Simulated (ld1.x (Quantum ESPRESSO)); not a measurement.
**Transferability test, PAW potential for zinc**

| Item | Value |
| --- | --- |
| Element | Zn |
| Generator | ld1.x (Quantum ESPRESSO) 7.5 |
| Type | PAW |
| Functional | PBEsol |
| Relativity | scalar-relativistic |
| Frozen core | [Ar] |
| Valence charge | 12 |
| Reference configuration | 3d10 4s2 4p0 |
| Partial waves | 4s (bound): rcut 2.30, rcutus 2.50 bohr; 4s channel at 0.05 Ry: rcut 2.30, rcutus 2.50 bohr; 4p (bound, empty): rcut 3.10, rcutus 3.55 bohr; 4p channel at 2.65 Ry: rcut 3.10, rcutus 3.55 bohr; 3d (bound): rcut 1.05, rcutus 1.25 bohr; 3d channel at 2.2 Ry: rcut 1.05, rcutus 1.25 bohr |
| Local potential | all-electron potential smoothed inside 3.35 bohr (lloc = -1) |
| Core correction | a·sin(br)/r model core, default radius (ld1.x builds one for every PAW set, though the input has nlcc=.false.) |
| Augmentation charge | GAUSS, radius 1.05 bohr |

Energies are relative to the spin-unpolarised reference configuration 3d10 4s2 4p0; without spin polarisation the order of configurations can differ from experiment. Not all tests gave a result: 2 of 7 tests not solved or not reliable. Left out of the table: 3d9 4s0 4p0 (pseudo-atom not self-consistent, printed error -1221 eV); 3d8 4s0 4p0 (solver errors, printed error -1032 eV).

```
valence configuration  charge  ΔE all-electron (eV)  error AE − PS (meV)
         3d10 4s0 4p0      +2                28.248                 -4.3
          3d9 4s2 4p1       0                12.283                  -51
       3d10 4s1.5 4p0    +0.5                 3.950                 -0.4
```

(1) What are ΔE and the potential's error for 3d10 4s1 4p1?

(2) What are ΔE and the potential's error for 3d10 4s1 4p0?

Answers

(1) ΔE = 5.126 eV all-electron; the error (AE − PS) is -1.3 meV.

(2) ΔE = 9.899 eV all-electron; the error (AE − PS) is -1.3 meV.
